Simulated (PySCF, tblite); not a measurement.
Isomers of C7H7F. Level: GFN2-xTB in tblite, geometry and Hessian alike; calculated harmonic values, unscaled, isolated species. Against measured fundamentals such values can be off by several per cent, at times by over 20. One conformer each.

Electronic energies: PBE0/pcSseg-1 single points on the GFN2-xTB geometries (PySCF, gas phase).

```json
{"SMILES": "F[C@H]1[C@H]2C=C[C@@H]1C=C2", "electronic energy, lowest = 0 (kJ/mol)": "11.7"}
{"SMILES": "C=CC1=CC=C[C@@H]1F", "electronic energy, lowest = 0 (kJ/mol)": "0.0"}
{"SMILES": "C#C[C@H]1CC=C1CF", "electronic energy, lowest = 0 (kJ/mol)": "176.3"}
```

Task: How do GFN2-xTB zero-point energies change the relative energies?

Result: 
```tsv
SMILES	ZPE (kJ/mol)	of it from modes above 1550 cm⁻¹	electronic (kJ/mol)	with ZPE, lowest = 0 (kJ/mol)	lowest mode (cm⁻¹)	rings
C=CC1=CC=C[C@@H]1F	301.5	148.8	0.0	0.0	101	1
F[C@H]1[C@H]2C=C[C@@H]1C=C2	310.1	149.1	11.7	20.3	221	2
C#C[C@H]1CC=C1CF	298.4	151.6	176.3	173.2	39	1
```

The zero-point energies span 11.7 kJ/mol, from `C#C[C@H]1CC=C1CF` to `F[C@H]1[C@H]2C=C[C@@H]1C=C2`. The order is unchanged.

Task: And how do the electronic energies of GFN2-xTB itself compare?

Result: `C=CC1=CC=C[C@@H]1F` 34.4; `F[C@H]1[C@H]2C=C[C@@H]1C=C2` 0.0; `C#C[C@H]1CC=C1CF` 167.6 kJ/mol, lowest = 0. Against the energies above, taken from the same isomer `C=CC1=CC=C[C@@H]1F`, the largest difference is 46.1 kJ/mol.

Task: What do entropy and thermal enthalpy add at 298.15 K and 1 bar (rigid rotor, harmonic oscillator, one conformer each)?

Result: 
```csv
SMILES,point group,symmetry number,S (J/(mol K)),H − H(0) (kJ/mol),ZPE + H − H(0) − TS (kJ/mol)
C=CC1=CC=C[C@@H]1F,C1,1,351.3,21.70,218.4
F[C@H]1[C@H]2C=C[C@@H]1C=C2,Cs,1,318.6,17.60,232.7
C#C[C@H]1CC=C1CF,C1,1,376.9,24.07,210.1
```
